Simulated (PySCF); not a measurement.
Dipole response of Tl⁻ (thallium, charge -1)

[Xe] 4f14 5d10 6s2 6p2, high-spin 3P determinant. All numbers are calculated (PySCF 2.14, the spin-free X2C one-electron Hamiltonian (Gaussian nucleus), in aug-cc-pwCVTZ-DK3). Coupled (time-dependent) response in atomic units; α is the mean over directions.

```csv
method,mean α (bohr³),"α xx, yy, zz",C₆ (like pair),S(−4)
UHF,460.1,"197.4, 591.6, 591.1",10180,193000
```

S(−4) is the Cauchy moment in α(ω) = α(0) + S(−4) ω² + …

Spin-orbit coupling is absent.

α(iu) at UHF:

```
u (hartree)  α(iu) (bohr³)
          0          460.1
     0.0500          264.6
      0.100          148.6
      0.200          65.70
      0.300          38.05
      0.500          18.85
      0.750          10.97
       1.00          7.558
       1.50          4.482
       2.00          3.051
       3.00          1.705
       5.00         0.7554
```

For an ion, C₆ is the dispersion term alone; charge-induced terms of lower order in 1/R come first.

The components differ because the open shell of this determinant is not spherical; for a pure term their mean is the scalar polarisability.

Spin-orbit coupling is strong in this species (close to jj coupling), so the high-spin LS determinant is a model state, not a physical level.
